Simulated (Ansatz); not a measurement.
`[CH3][GeH3]` → CH₄ + `[GeH2]` at 700 K and 1 bar (germylene formation by 1,1-elimination).

Calculated with Ansatz (gas phase, PBE0-D4/def2-TZVP geometries, no zero-point term in ΔE). CBS: MP2 limit from def2 TZ/QZ plus the TZ coupled-cluster correction, frozen cores. This one scheme is used for every species. For Ge outer-core shells are correlated without core-valence functions, which leaves a few kJ/mol of doubt a bond. Scalar relativity is left out up to krypton.

```json
{"species": "`[CH3][GeH3]`", "CCSD(T)/CBS energy (Eh)": "-2117.76728", "H − E (kJ/mol)": "208.6", "S (J/(mol·K))": "348.2"}
{"species": "CH₄", "CCSD(T)/CBS energy (Eh)": "-40.46206", "H − E (kJ/mol)": "145.9", "S (J/(mol·K))": "224.0"}
{"species": "`[GeH2]`", "CCSD(T)/CBS energy (Eh)": "-2077.24753", "H − E (kJ/mol)": "54.8", "S (J/(mol·K))": "253.9"}
```

H − E and S are ideal-gas, rigid-rotor, harmonic terms from PBE0-D4/def2-TZVP. 1 Eh = 2625.50 kJ/mol, R = 8.31446 J/(mol·K).

By hand: ΔE, ΔH, ΔS and ΔG.

ΔE = (-40.46206) + (-2077.24753) − (-2117.76728) = 0.05769 Eh = 151.5 kJ/mol. Δ(H − E) = 145.9 + 54.8 − 208.6 = -7.9, so ΔH = 143.6 kJ/mol. ΔS = 224.0 + 253.9 − 348.2 = 129.7 J/(mol·K). ΔG = 143.6 − 700 × (129.7)/1000 = 52.8 kJ/mol.

By hand: the equilibrium constant, and the temperature at which ΔG would vanish if ΔH and ΔS stayed fixed.

log₁₀ K = −ΔG/(RT ln 10) = -3.9. ΔG = 0 at ΔH/ΔS = 1107 K.

The number of gas molecules changes by +1, which sets the sign of ΔS. A doubt of 5 kJ/mol in ΔE shifts log₁₀ K by 0.4 here. These are equilibria of isolated gas molecules and say nothing of rates. Largest T1 diagnostic: 0.012 (customary marks: 0.02 for closed shells, 0.045 for open ones).
